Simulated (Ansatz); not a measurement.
One change: `O[SiH](O)[SiH2]Cl` becomes `O[SiH](O)[SiH3]`.

Ansatz, PBE0-D4/def2-TZVP geometries, multiplicity 1. Each molecule was computed in one conformer, which needn't be the lowest.

| property | `O[SiH](O)[SiH2]Cl` |
| --- | --- |
| HOMO energy (PBE0/def2-TZVPP) / eV | -7.77 |
| HOMO–LUMO gap (PBE0/def2-TZVPP) / eV | 7.13 |
| HOMO energy (B3LYP/def2-TZVPP) / eV | -7.58 |
| HOMO–LUMO gap (PBE/def2-TZVPP) / eV | 5.02 |
| LUMO energy (PBE/def2-TZVPP) / eV | -1.50 |
| HOMO–LUMO gap (B3LYP/def2-TZVPP) / eV | 6.76 |

Q: Give the same properties after the change, and the shifts. (Estimate.)

A: Ansatz gave: 
```tsv
property	`O[SiH](O)[SiH3]`	shift
HOMO energy (PBE0/def2-TZVPP) / eV	-7.91	-0.14
HOMO–LUMO gap (PBE0/def2-TZVPP) / eV	7.77	0.64
HOMO energy (B3LYP/def2-TZVPP) / eV	-7.72	-0.14
HOMO–LUMO gap (PBE/def2-TZVPP) / eV	5.71	0.69
LUMO energy (PBE/def2-TZVPP) / eV	-0.98	0.52
HOMO–LUMO gap (B3LYP/def2-TZVPP) / eV	7.36	0.60
```

With PBE0 the HOMO falls by 0.14 eV and the LUMO rises by 0.50 eV, so the gap widens by about 0.64 eV. PBE moves the HOMO by -0.17 eV and ωB97M-V by -0.15 eV.

B3LYP here is the variant with VWN-RPA as its local correlation; programs differ in this.
